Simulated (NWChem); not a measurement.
# CH3ClSSe; SMILES CS[Se]Cl

```xyz
7

Se     0.7723    -0.3967    -0.0873
Cl    -0.8846    -1.9086     0.1071
S     -0.0660     1.4691     0.6494
C     -0.9645     2.1673    -0.7949
H     -0.2954     2.2889    -1.6485
H     -1.3359     3.1459    -0.4744
H     -1.8088     1.5274    -1.0586
```
Atoms are numbered in this order, from 1.

Level: B3LYP/6-31G* (spherical d) (NWChem), optimised geometry, unscaled harmonic frequencies. This build's default masses of Se (78.918 u) and Br (79.917 u) are each other's, which moves their modes by up to 0.6 %.

```csv
frequency (cm⁻¹),IR intensity (km/mol)
88,2.1
129,0.6
172,1.8
216,0.1
349,57.2
411,4.2
678,0.6
987,3.3
991,6.1
1381,6.5
1490,10.2
1503,10.3
3072,10.4
3161,2.1
3182,3.2
```

```yaml
zero_point_energy: 25.4 kcal/mol
thermal correction to the enthalpy at 298.15 K (with zero-point energy): 30.0 kcal/mol
heat capacity Cv: 18.5 cal/(mol K)
entropy at 298.15 K and 1 atm (symmetry number 1): 82.7 cal/(mol K)
dipole_moment: 2.93 D
```

Rigid rotor and harmonic oscillator; modes under 100 cm⁻¹ make the entropy uncertain.
